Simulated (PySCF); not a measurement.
**Interval between two levels of Sc⁺ by level of theory**

Sc⁺ [Ar] 3d1 4s1 [3D3, M_J = 3] → Sc⁺ [Ar] 4s1 5s1 [3S1, M_J = 1], as a difference of total energies. Calculation: PySCF 2.14, in x2c-TZVPall-2c with one added diffuse shell each of s, p, d type (7s8p5d1f, 63 functions); the two-component X2C-1e Hamiltonian. Correlated levels: [Ne] frozen. "Screened" scales the spin-orbit matrix elements by Boettger's factors to mimic the two-electron term; Breit and QED terms are absent.

| method | interval between two levels (cm⁻¹) |
| --- | --- |
| GHF (spin-free) | 74157 |
| GMP2 (spin-free) | 73399 |
| GHF (screened spin-orbit) | 74083 |
| GMP2 (screened spin-orbit) | 73323 |

The labels give the starting determinants; with spin-orbit coupling the two ends relaxed to ⟨J²⟩ = 12.01, ⟨L²⟩ = 6.01, ⟨S²⟩ = 2.00 and ⟨J²⟩ = 2.00, ⟨L²⟩ = 0.00, ⟨S²⟩ = 2.00.

The promoted electron is Rydberg-like, and one or two diffuse shells describe it only roughly, which tends to raise the upper state.
